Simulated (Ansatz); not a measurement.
Basis-set series for `[CH3][Al]1[BH][O]1`. Charge 0, multiplicity 1. The structure was optimised at the PBE0-D4/def2-TZVP level.

Z-matrix (Å, degrees):
```
C
Al 1 1.943
H 1 1.091 2 113.1
H 1 1.094 2 109.7 3 121.1
H 1 1.094 2 109.7 3 -121.1
B 2 1.995 1 160.9 3 179.9
O 2 1.816 1 120.4 3 179.9
H 6 1.197 2 166.0 1 -180.0
```

| functional | basis | functions | energy (Eh) | HOMO (eV) | LUMO (eV) |
| --- | --- | --- | --- | --- | --- |
| PBE0-D4 | def2-SVP | 80 | -382.58005 | -5.86 | -1.12 |
| PBE0-D4 | def2-TZVPP | 191 | -382.82813 | -5.88 | -1.26 |
| ωB97M-V | def2-SVP | 80 | -382.78082 | -7.86 | 0.75 |
| ωB97M-V | def2-TZVPP | 191 | -383.03415 | -7.89 | 0.54 |

(1) Give the rows for def2-QZVPP. (Estimate.)

## Answers

(1) Ansatz gave: 
| functional | basis | functions | energy (Eh) | HOMO (eV) | LUMO (eV) |
| --- | --- | --- | --- | --- | --- |
| PBE0-D4 | def2-QZVPP | 361 | -382.84408 | -5.90 | -1.32 |
| ωB97M-V | def2-QZVPP | 361 | -383.04944 | -7.91 | 0.30 |

Positive LUMOs are unbound and depend on the basis.
